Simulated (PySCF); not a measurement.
Isomers of C8H11P, one GFN2-xTB conformer each. Single-point energies are computed at PBE0/pcSseg-1 (PySCF, gas phase, no added dispersion term), electronic only.

Problem. Rank them by PBE0/pcSseg-1 energy, lowest first (kcal/mol).
A. `[CH:1]#[C:2][CH2:3][P:4]=[C:5]=[C:6]([CH3:7])[CH2:8][CH3:9]` with C2–C3–P4–C5 -95°, C5–C6–C8–C9 -104°
B. `[CH3:1][CH:2]=[C:3]=[P:4][C:5]1=[CH:6][CH2:7][CH2:8][CH2:9]1` with C3–P4–C5–C6 175°, C5–C6–C7–C8 -12°, C6–C7–C8–C9 19°, C7–C8–C9–C5 -19°, P4–C5–C9–C8 -169°
C. `[CH:1]#[C:2][P:3]([CH2:4][CH:5]=[CH2:6])[C:7](=[CH2:8])[CH3:9]` with C2–P3–C4–C5 67°, P3–C4–C5–C6 104°, C2–P3–C7–C8 -4°
D. `[CH3:1][CH2:2][c:3]1[cH:4][p:5][cH:6][cH:7][c:8]1[CH3:9]` with C1–C2–C3–C4 -86°
E. `[CH3:1][CH2:2][c:3]1[cH:4][cH:5][p:6][c:7]([CH3:8])[cH:9]1` with C1–C2–C3–C4 -90°
F. `[CH:1]#[C:2][CH2:3][P:4]1[CH2:5][CH2:6][CH:7]=[C:8]1[CH3:9]` with C2–C3–P4–C5 -166°, C3–P4–C5–C6 82°, P4–C5–C6–C7 17°, C5–C6–C7–C8 -12°, C3–P4–C8–C7 -89°
G. `[CH2:1]=[CH:2][c:3]1[c:4]([CH3:5])[cH:6][cH:7][p:8]1[CH3:9]` with C1–C2–C3–C4 -167°
H. `[CH3:1][C:2]1=[CH:3][P:4]1[C:5]1=[CH:6][CH2:7][CH2:8][CH2:9]1` with C3–P4–C5–C6 158°, C2–C3–P4–C5 94°, C5–C6–C7–C8 -13°, C6–C7–C8–C9 20°, C7–C8–C9–C5 -20°
I. `CC1=PC=CC(C)=C1C`
J. `Cc1cpcc(C)c1C`

Solution. J (0.0), E (0.1), I (0.5), D (0.9), G (25.1), B (45.1), H (48.8), F (52.0), C (77.5), A (81.5).

As drawn, the lowest has an aromatic ring, which the highest lacks; the highest has a C≡C bond, cumulated double bonds and a C=C bond outside aromatic rings, which the lowest lacks. Neighbours under 2.5 kcal/mol apart (Cc1cpcc(C)c1C and CCc1ccpc(C)c1; CCc1ccpc(C)c1 and Cc1ccpc(C)c1C; Cc1ccpc(C)c1C and CCc1cpccc1C) can change places with a better method, another conformer or zero-point energy. GFN2-xTB itself gives, in the same order: 0.0, 2.6, 1.3, 2.8, 27.7, 43.5, 48.3, 45.0, 79.9, 77.2. Both levels put the same isomer lowest; measured from each level's own lowest isomer, the values differ by up to 7.0 kcal/mol (C#CCP1CCC=C1C: 45.0 against 52.0).

Problem. Which frontier levels, dipoles and rotational constants go with these structures?

Solution. 
```csv
SMILES,"HOMO (eV, PBE0/pcSseg-1)",LUMO (eV),dipole (D),"A, B, C (MHz)"
Cc1cpcc(C)c1C,-6.66,-1.18,2.71,"1709, 1488, 807.5"
CCc1ccpc(C)c1,-6.71,-1.23,2.14,"2381, 986.5, 745.9"
Cc1ccpc(C)c1C,-6.61,-1.15,2.44,"1887, 1435, 828.0"
CCc1cpccc1C,-6.78,-1.24,2.47,"2136, 1142, 798.4"
C=Cc1c(C)ccp1C,-6.04,-1.42,1.46,"1678, 1519, 899.7"
CC=C=PC1=CCCC1,-6.41,-1.30,1.86,"2741, 771.1, 629.7"
CC1=CP1C1=CCCC1,-6.41,-0.21,1.91,"2807, 883.3, 768.4"
C#CCP1CCC=C1C,-6.49,0.05,1.68,"2165, 1114, 888.0"
C#CP(CC=C)C(=C)C,-6.68,-0.31,1.18,"1827, 1032, 730.1"
C#CCP=C=C(C)CC,-6.72,-1.16,2.29,"2719, 625.1, 559.3"
```

Problem. As an exercise, what shares would exp(−E/RT) give at 500 K from these electronic energies alone (no entropy, no degeneracies)?

Solution. RT = 0.994 kcal/mol: Cc1cpcc(C)c1C 34.0 %, CCc1ccpc(C)c1 31.7 %, Cc1ccpc(C)c1C 20.8 %, CCc1cpccc1C 13.5 %, C=Cc1c(C)ccp1C under 0.1 %, CC=C=PC1=CCCC1 under 0.1 %, CC1=CP1C1=CCCC1 under 0.1 %, C#CCP1CCC=C1C under 0.1 %, C#CP(CC=C)C(=C)C under 0.1 %, C#CCP=C=C(C)CC under 0.1 %.
